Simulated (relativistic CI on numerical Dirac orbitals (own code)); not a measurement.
## Sensitivity of the levels of Re¹³⁺ to α and to the nuclear radius

These numbers are calculated, not measured: Dirac-Coulomb-Breit CI, separate exchange-only KLI orbitals for each configuration, derivatives by finite differences, unscaled Slater integrals, QED left out (own radial code, finite nucleus).

Configuration list (outside the closed core [Kr] 4d10): 4f14 5s2, 4f13 5s2 5p, 4f14 5s 5p, 4f14 5s 5d, 4f13 5s2 5d, 4f14 5p2, 4f13 5p3, 4f13 5p2 5d. Double excitations out of closed p, d and f shells are left out; levels of such configurations are missing from the list, as are those of other unlisted configurations, and high levels can miss mixing partners.

With x = (α/α₀)² − 1 an excitation energy changes as ω = ω₀ + qx; K = 2q/ω₀ is the relative enhancement. Terms are leading LS components, so labels can repeat. The field-shift factor is F = δν/δ⟨r²⟩ for the transition from the lowest level.

Lowest level 4f14 5s2 1S_0.

```tsv
Level	ω₀ (cm⁻¹)	q (cm⁻¹)	K	F (GHz/fm²)
4f13 5s2 5p 3D_3	71549	-249300	-6.97	55.2
4f13 5s2 5p 3G_4	75330	-249600	-6.63	55.3
4f13 5s2 5p 3G_3	91768	-232700	-5.07	56.5
4f13 5s2 5p 3F_2	99381	-229400	-4.62	55.9
4f13 5s2 5p 3G_5	192345	-95170	-0.99	29.2
4f13 5s2 5p 3D_2	195858	-93500	-0.955	29.3
4f13 5s2 5p 1F_3	202319	-96190	-0.951	29.4
4f13 5s2 5p 3D_1	205000	-77630	-0.757	30.5
4f13 5s2 5p 3F_4	208640	-94170	-0.903	29.2
4f13 5s2 5p 3G_4	216055	-77860	-0.721	30.4
4f13 5s2 5p 3F_2	224059	-78820	-0.704	30.2
4f13 5s2 5p 3F_3	227083	-77560	-0.683	30.4
4f14 5s 5p 3P°_0	239635	39050	0.326	-363
```

At this charge transitions that keep the count of f electrons are usually good to a few per cent. Levels and lines within the n = 5 or 6 shells can be off by up to 10 % or somewhat more, and those that change n by about 2 %, since core polarisation is missing. Levels that differ in their count of f electrons can be misplaced by several ten thousand cm⁻¹, since the correlation energy of f electrons is missing or only estimated; rates across such gaps can be off by orders of magnitude.
